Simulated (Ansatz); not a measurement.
Frontier orbitals of C5H4F6O2Ti, SMILES `CC1=CC(C(F)(F)F)=[O+][Ti-]([F])([F])([F])[O]1`.

```tsv
atom	x (Å)	y (Å)	z (Å)
C1	2.759	-0.209	0.131
C2	1.276	-0.257	-0.001
C3	0.479	0.836	0.411
C4	-0.879	0.774	0.270
C5	-1.758	1.949	0.708
F6	-2.441	2.419	-0.332
F7	-2.624	1.550	1.635
F8	-1.036	2.948	1.216
O9	-1.557	-0.194	-0.210
Ti10	-1.114	-1.950	-0.939
F11	-0.801	-3.316	0.107
F12	-2.840	-2.177	-1.181
F13	-0.576	-2.139	-2.592
O14	0.775	-1.293	-0.494
H15	3.101	0.680	0.658
H16	3.199	-0.230	-0.870
H17	3.102	-1.107	0.649
H18	0.937	1.715	0.835
```

The species carries charge 0 and has multiplicity 1. Correlated methods include outer-core shells of Ti, which these sets cover unevenly. Scalar relativity is left out up to krypton. The geometry is a stationary point of PBE0-D4/def2-TZVP. Basis def2-TZVPP, Ansatz.

```csv
functional,HOMO (eV),LUMO (eV)
r2SCAN,-7.59,-3.84
```

(1) Give HOMO and LUMO (eV) with LDA (SPW92), PBE, revPBE, BLYP, B97M-V, PBE0, B3LYP, r2SCANh, r2SCAN0, HSE06 (plane-wave form), BHLYP, CAM-B3LYP, LC-ωPBE, ωB97X-V, ωB97M-V, HF. (An estimate is asked.)

## Answers

(1) Computed: 
```tsv
functional	HOMO	LUMO
LDA (SPW92)	-7.60	-4.20
PBE	-7.32	-3.89
revPBE	-7.22	-3.78
BLYP	-7.20	-3.79
B97M-V	-7.59	-3.76
PBE0	-8.51	-3.11
B3LYP	-8.31	-3.33
r2SCANh	-8.03	-3.54
r2SCAN0	-8.70	-3.08
HSE06 (plane-wave form)	-8.11	-3.49
BHLYP	-9.59	-2.16
CAM-B3LYP	-9.80	-2.05
LC-ωPBE	-11.01	-0.91
ωB97X-V	-10.69	-0.93
ωB97M-V	-10.62	-0.98
HF	-11.16	0.60
```

B3LYP here is the variant with VWN-RPA as its local correlation; programs differ in this. LC-ωPBE has ω = 0.4 bohr⁻¹.
